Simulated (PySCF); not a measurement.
**BiH₃: breathing scan**

All numbers come from TPSS/[Bi def2-TZVP with ECP60, H def2-TZVP], scalar-relativistic core potentials, density fitting, no spin–orbit coupling, PySCF.

Rigid scan from the singlet minimum (Bi–H 1.800 Å (×3); H–Bi–H 90.1° (×3)). Coordinate: all bonds to the central atom scaled together. Energies in kJ/mol from the minimum.

| scale of all bonds to the centre | E (kJ/mol) | dipole size (D) |
| --- | --- | --- |
| 0.88 | 108.0 | 0.38 |
| 0.92 | 43.2 | 0.67 |
| 0.96 | 9.8 | 0.96 |
| 1.00 | 0.0 | 1.24 |
| 1.04 | 8.0 | 1.52 |
| 1.08 | 29.3 | 1.78 |
| 1.14 | 78.9 | 2.14 |
| 1.22 | 165.3 | 2.57 |
| 1.35 | 326.3 | 3.12 |

At long bonds a restricted determinant can lie too high, and another spin state can fall below this curve.

Spin–orbit coupling, left out here, can matter for elements this heavy.
